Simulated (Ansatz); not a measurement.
`[AlH2][S][SnH3]` + H–F → `[F][SnH3]` + `[AlH2][SH]` at 600 K and 1 bar (ligand exchange at the Sn–S bond).

Program: Ansatz. Geometries: PBE0-D4/def2-TZVP. ΔE: electronic, gas phase. CCSD(T)/CBS adds triple-zeta CCSD(T) − MP2 to the extrapolated MP2 energy (def2 sets, frozen cores). This one scheme is used for every species. def2 core potentials past Kr. For Sn outer-core shells are correlated without core-valence functions, which leaves a few kJ/mol of doubt a bond.

```
          species  CCSD(T)/CBS energy (Eh)  H − E (kJ/mol)  S (J/(mol·K))
`[AlH2][S][SnH3]`               -856.85532           152.4          439.8
              H–F               -100.39570            42.3          194.0
      `[F][SnH3]`               -315.62493            91.4          313.0
     `[AlH2][SH]`               -641.61836            94.5          317.9
```

H − E and S are ideal-gas, rigid-rotor, harmonic terms from PBE0-D4/def2-TZVP. 1 Eh = 2625.50 kJ/mol, R = 8.31446 J/(mol·K).

**Question.** By hand: ΔE, ΔH, ΔS and ΔG.

**Answer.** ΔE = (-315.62493) + (-641.61836) − (-856.85532) − (-100.39570) = 0.00773 Eh = 20.3 kJ/mol. Δ(H − E) = 91.4 + 94.5 − 152.4 − 42.3 = -8.8, so ΔH = 11.5 kJ/mol. ΔS = 313.0 + 317.9 − 439.8 − 194.0 = -2.9 J/(mol·K). ΔG = 11.5 − 600 × (-2.9)/1000 = 13.2 kJ/mol.

**Question.** By hand: the equilibrium constant, and the temperature at which ΔG would vanish if ΔH and ΔS stayed fixed.

**Answer.** log₁₀ K = −ΔG/(RT ln 10) = -1.1. ΔH and −TΔS have one sign here, so there is no such temperature.

The number of gas molecules stays the same, so ΔS is small and ΔH decides. A doubt of 5 kJ/mol in ΔE shifts log₁₀ K by 0.4 here. Modes under 60 cm⁻¹, often nearly free rotors, make the harmonic entropy too high. These are equilibria of isolated gas molecules and say nothing of rates. Largest T1 diagnostic: 0.014 (customary marks: 0.02 for closed shells, 0.045 for open ones).

ΔS is within the doubt of such terms, so its sign, and with it that verdict, could turn.
